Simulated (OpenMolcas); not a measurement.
A calculation on Pr IV.

```yaml
Program: OpenMolcas 26.06
Method: "SS-CASPT2, IPEA 0.25 Eh, imaginary shift 0.1 Eh (closed shells correlated: 5s 5p)"
Basis: ANO-RCC-VTZP [8s7p5d3f2g1h]
Scalar_Hamiltonian: DKH2, point nucleus
Active_space: 2 electrons in 14 orbitals (4f 5f)
State_averaging: 2S+1 = 3 even, 21 roots; 2S+1 = 1 even, 27 roots
Spin-orbit_coupling: RASSI with atomic mean-field integrals over the reference wave functions, term energies averaged over their components
```

Problem. Which level of the active space comes out lowest?

Solution. 4f2 3H4, with 97 % of that term; it is also the measured ground level.

Problem. How high does 4f2 3H6 lie?

Solution. 4720 cm-1 above the lowest level; measured 4389 cm-1 above the ground level, so the calculation is off by +7 %.

Problem. How high does 4f2 3H5 lie?

Solution. 2310 cm-1 above the lowest level; measured 2152 cm-1 above the ground level, so the calculation is off by +7 %.

Problem. How high does 4f2 3P2 lie?

Solution. 26110 cm-1 above the lowest level; measured 23161 cm-1 above the ground level, so the calculation is off by +13 %.

Problem. The level at 10420 cm-1 has J = 4. What is it made of, and what is its g factor?

Solution. 59 % 4f2 1G4, 40 % 4f2 3F; g = 1.098, against 1.000 from Landé's formula for the pure leading term.

Measured values: Martin, Zalubas and Hagan, Atomic Energy Levels: The Rare-Earth Elements, NSRDS-NBS 60 (1978).

Term energies are means over components that CASPT2 splits; among the terms shown or strongly mixed into the levels shown the widest spread is 370 cm-1 (4f2 1G). Active for correlation alone: 5f; no level in the range computed is led by a configuration that fills it, so any true level of that kind is missing. Measured partners are found by configuration, term and J. A level has none where our copy of the source lacks it or the pairing is in doubt (some pairs that miss far off the trend of their configuration count as doubtful), and it then counts in no deviation. Only configurations of the active space appear.
